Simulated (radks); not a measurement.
Q: All-electron atom: Pr26+ in [Ar] 3d10 4s2 4p3. All-electron calculation, non-relativistic Kohn-Sham, TPSS, spin-polarised, spherical densities, point nucleus; open shells are filled with parallel spins first (spin-orbit coupling, left out, can overturn this in heavy ions); meta-GGA in the generalised Kohn-Sham scheme; relativity is left out, which matters for an element this heavy. Program: a radial shooting solver on a logarithmic mesh with Libxc functionals. Some entries of the table are withheld. Estimate them.

| orbital | occ. | eigenvalue (eV) | r(max) (bohr) |
|---|---|---|---|
| 1s up | 1 | -40582.40 | 0.01705 |
| 1s down | 1 | -40580.61 | 0.01705 |
| 2s up | 1 | -7040.354 | 0.09362 |
| 2s down | 1 | -7039.668 | 0.09362 |
| 2p up | 3 | -6711.613 | 0.07304 |
| 2p down | 3 | -6710.152 | 0.07306 |
| 3s up | 1 | -2134.336 | 0.2613 |
| 3s down | 1 | -2132.862 | 0.2614 |
| 3p up | 3 | -1992.157 | 0.2481 |
| 3p down | 3 | -1990.262 | 0.2482 |
| 3d up | 5 | -1731.392 | 0.1992 |
| 3d down | 5 | -1729.425 | 0.1993 |
| 4s up | 1 | -959.8054 | (1) |
| 4s down | 1 | -947.4406 | (2) |
| 4p up | 3 | -901.8303 | 0.5701 |
| 4p down | 0 | -889.8585 | 0.5701 |

A: 
(1) 4s up r(max) (bohr): 0.5692
(2) 4s down r(max) (bohr): 0.5691
